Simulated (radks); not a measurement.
Values are calculated unless marked as measured or tabulated.
La, configuration [Xe] 5d1 6s2. Code: a radial shooting solver on a logarithmic mesh with Libxc functionals. Model: scalar-relativistic Kohn-Sham, LDA (Slater exchange, Perdew-Zunger correlation), spin-polarised, spherical densities, finite nucleus; open shells are filled with parallel spins first (spin-orbit coupling, left out, can overturn this in heavy ions); Fermi nuclear charge, rms radius 4.855 fm.

Unscreened Slater integrals over Kohn-Sham orbitals (hartree). They are taken over the spin-up orbitals. Empty in this configuration: 6p.

integral,value
"F0(5d,5d)",0.30622
"F2(5d,5d)",0.15412
"F4(5d,5d)",0.10012
"F0(5d,6s)",0.23777
"G2(5d,6s)",0.075298
"F0(5d,5p)",0.36885
"F2(5d,5p)",0.16683
"G1(5d,5p)",0.18736
"G3(5d,5p)",0.11492
"F0(5d,5s)",0.38109
"G2(5d,5s)",0.11333
"F0(5d,6p)",0.18895
"F2(5d,6p)",0.066492
"G1(5d,6p)",0.043499
"G3(5d,6p)",0.031300
"F0(6s,6s)",0.20795
"F0(6s,5p)",0.25931
"G1(6s,5p)",0.019260
"F0(6s,5s)",0.26316
"G0(6s,5s)",0.010570
"F0(6s,6p)",0.17490
"G1(6s,6p)",0.10442
"F0(5p,5p)",0.49846
"F2(5p,5p)",0.26790
"F0(5p,5s)",0.53302
"G1(5p,5s)",0.35577
"F0(5p,6p)",0.19914
"F2(5p,6p)",0.040092
"G0(5p,6p)",0.0070761
"G2(5p,6p)",0.0093752
"F0(5s,5s)",0.57799
"F0(5s,6p)",0.20118
"G1(5s,6p)",0.011311
"F0(6p,6p)",0.15532
"F2(6p,6p)",0.083433

Derived for the open shells (J is the average intra-shell exchange parameter used in DFT+U). 5d: Racah B = F2/49 - 5 F4/441 = 0.002010 hartree, C = 35 F4/441 = 0.007946 hartree, C/B = 3.95, F4/F2 = 0.650, J = (F2 + F4)/14 = 0.01816 hartree.
